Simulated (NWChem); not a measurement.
Molecule: Si4H8O; SMILES O[SiH]1[SiH2][SiH2][SiH2]1

```xyz
13

O      0.0109     2.8388     0.0000
Si     0.4457     1.2254     0.0000
Si    -0.2666    -0.3311     1.6347
Si     0.1829    -1.9786     0.0000
Si    -0.2666    -0.3311    -1.6347
H     -0.9333     3.0228     0.0000
H      1.9401     1.2084     0.0000
H      0.3964    -0.3967     2.9732
H     -1.7542    -0.2651     1.8162
H      1.6285    -2.3651     0.0000
H     -0.6747    -3.2018     0.0000
H     -1.7542    -0.2651    -1.8162
H      0.3964    -0.3967    -2.9732
```
Atoms are numbered in this order, from 1.

Computed with NWChem. Pople sets run with spherical d functions. Coordinates come from a PBE0/def2-SVP optimisation. Isolated, static molecule.

GIAO at B3LYP/6-31G*: principal shieldings of Si3 are 415.7, 491.5, 498.3 ppm; an isolated tetramethylsilane molecule has σ = 415.4 ppm at the same levels.

Q: Find the isotropic 29Si shift, its principal values, the span and the skew.

A: 
1. σ(iso) = one third of the sum = 468.5 ppm.
2. δ = σ(reference) − σ = -53.1 ppm against tetramethylsilane.
3. δ11, δ22, δ33 = -0.3, -76.1, -82.9 ppm.
4. Span Ω = δ11 − δ33 = 82.6 ppm; skew κ = 3(δ22 − δ(iso))/Ω = -0.84.
